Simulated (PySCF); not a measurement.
# Shieldings and the share of exact exchange

Molecule: `PBNB`, B2H6NP.

Mapped SMILES: `[BH2:1][NH:2][BH:3][PH2:4]` (H(Xn): hydrogen on atom n).

GIAO shieldings (ppm, equivalent atoms averaged) in PySCF on the PBE0-D3(BJ)/def2-SVP geometry, basis pcSseg-2, gas phase, non-relativistic:

```csv
functional,exact exchange (%),σ(B3),σ(B1),σ(N2)
BLYP,0,26.0,40.2,52.0
BP86,0,29.6,42.5,56.3
PBE,0,28.3,41.1,54.8
B3LYP,20,30.4,44.2,61.7
PBE0,25,33.9,46.6,67.2
mPW1PW91,25,34.1,47.0,67.6
HF,100,51.5,64.1,97.7
```

**Question.** Fit each shielding as a line in the percentage of exact exchange.

**Answer.** σ(B3) = 27.7 + 0.24 x (rms 1.3 ppm); σ(B1) = 41.0 + 0.23 x (rms 0.8 ppm); σ(N2) = 54.8 + 0.43 x (rms 1.7 ppm). The functionals also differ in their semilocal parts, which the line can't hold; Hartree–Fock has no correlation at all.

**Question.** What does the line predict for BHandHLYP (50 %), and what does the run give?

**Answer.** σ(B3): 39.7 predicted, 37.5 computed; σ(B1): 52.5 predicted, 50.9 computed; σ(N2): 76.3 predicted, 75.2 computed ppm.
